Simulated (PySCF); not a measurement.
Compound: SeO2F2.
Z-matrix (Å and degrees, PBE0-D3(BJ)/def2-SVP geometry), rows numbered from 1:
```
Se
O   1  1.5753
O   1  1.5755  2  127.19
F   1  1.7130  2  107.76  3  -130.22
F   1  1.7127  2  107.72  3   130.11
```

The closed-shell ground state was solved at several levels (PySCF, density fitting, gas phase). Relativistic effects, spin–orbit coupling among them, are left out although an element past zinc is present.

| level | basis functions | HOMO (eV) | LUMO (eV) | gap (eV) | dipole (D) |
| --- | --- | --- | --- | --- | --- |
| B3LYP/pcSseg-1 | 109 | -10.32 | -3.39 | 6.93 | 0.37 |
| CAM-B3LYP/def2-SVPD | 133 | -12.28 | -2.27 | 10.01 | 0.51 |
| PBE0/pcSseg-1 | 109 | -10.66 | -3.05 | 7.61 | 0.39 |

(1) What might B3LYP/pcJ-1 (pcSseg-1 on Se) (149 basis functions) give for the same quantities?

(2) How far do the dipole and the HOMO energy spread over the levels?

## Answers

(1) HOMO -10.32 eV, LUMO -3.39 eV, gap 6.93 eV, dipole 0.37 D.

(2) The dipole runs from 0.37 to 0.51 D (mean 0.41 D) and the HOMO from -12.28 to -10.32 eV.
